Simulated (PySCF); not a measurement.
## Working with the constants of Sn2

UHF-CCSD(T) constants of Sn2, ³Σg⁻ (triplet), unpaired electrons π ↑↑ (PySCF, scalar-relativistic core potentials, basis sets Sn cc-pVDZ-PP with ECP28; masses 119.9022 and 119.9022 u):

* ωe: 187.3 cm⁻¹
* ωexe: 0.33 cm⁻¹
* Be: 0.035819 cm⁻¹
* αe: 8.88e-05 cm⁻¹
* D (centrifugal): 5.24e-09 cm⁻¹
* De to Sn + Sn: 1.92 eV

(1) Give the vibrational terms G(v) and spacings up to v = 6.

(2) How well does the Morse estimate ωe²/(4ωexe) reproduce De, and what is D0?

Correlated steps freeze 8 core orbitals. Correlated levels converge slowly with the basis: in double zeta they bind strong bonds too weakly, by up to about 1 eV, and carry superposition errors of some tenths. Spin–orbit coupling is left out, which matters for elements this heavy, above all for dissociation energies. The state is the lowest determinant that a PBE0 search found; another state may lie lower at other levels.

## Answers

(1) G(v) = ωe(v+½) − ωexe(v+½)².

| v | G(v) (cm⁻¹) | G(v) − G(v−1) | Bv (cm⁻¹) |
| --- | --- | --- | --- |
| 0 | 93.6 |  | 0.03577 |
| 1 | 280.2 | 186.6 | 0.03569 |
| 2 | 466.2 | 186.0 | 0.03560 |
| 3 | 651.5 | 185.3 | 0.03551 |
| 4 | 836.2 | 184.7 | 0.03542 |
| 5 | 1020.2 | 184.0 | 0.03533 |
| 6 | 1203.5 | 183.3 | 0.03524 |

(2) It gives 3.30 eV, 172 % of the computed De. D0 = De − G(0) = 1.92 − 0.01 = 1.91 eV.
